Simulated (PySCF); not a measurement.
CHN, charge -1, doublet, geometry from GFN2-xTB (a state made from the parent by changing its charge; the spin is typed, not shown lowest) (in this run its highest filled SCF level lies above zero, so its values depend strongly on the basis, on diffuse functions most of all). Base run: PySCF with M062X/6-31+G*.

Input for PySCF:
```python
from pyscf import gto, scf, dft, solvent

mol = gto.M(
    atom='''
C    -0.46891078    0.31035098   -0.08089819
N     0.61948968   -0.22459892    0.07286548
H    -1.52296309   -0.28991338   -0.02466928
''',
    basis='6-31+g*',
    charge=-1,
    spin=1,
    verbose=3,
)

mf = dft.UKS(mol)
mf.xc = 'm062x'
mf.kernel()
mf.analyze()
```

The base run was repeated with changes; each row names its change, and settings that it needs were set with it.

| change | ΔE vs base (kJ/mol) |
|---|---|
| base | 0.00 |
| model = IEF-PCM; solvent = dimethylsulfoxide | -280.0 |
| model = COSMO; solvent = chloroform | -202.0 |
| model = IEF-PCM; solvent = dichloromethane | -252.9 |
| model = IEF-PCM; solvent = chloroform; vdw_scale = 1.4 | -203.9 |
| model = IEF-PCM; solvent = chloroform; lebedev_order = 11 | -221.0 |
| model = IEF-PCM; solvent = chloroform; r_probe = 0.5 | -193.1 |
| model = IEF-PCM; solvent = tetrahydrofuran | -246.2 |
| model = IEF-PCM; solvent = chloroform | -223.3 |
| model = ddCOSMO; solvent = chloroform | -215.0 |
| model = IEF-PCM; solvent = chloroform; vdw_scale = 1.0 | -235.1 |
| model = C-PCM; solvent = chloroform | -224.0 |

The base is the gas phase, so ΔE is the electrostatic part of solvation at a fixed geometry, without cavity and dispersion terms.

Open shells are given as the SCF converged; they aren't shown to be the lowest states, and a large step between rows can be another state.

The gas-phase anion may not be bound at this level, which the solvent then changes.
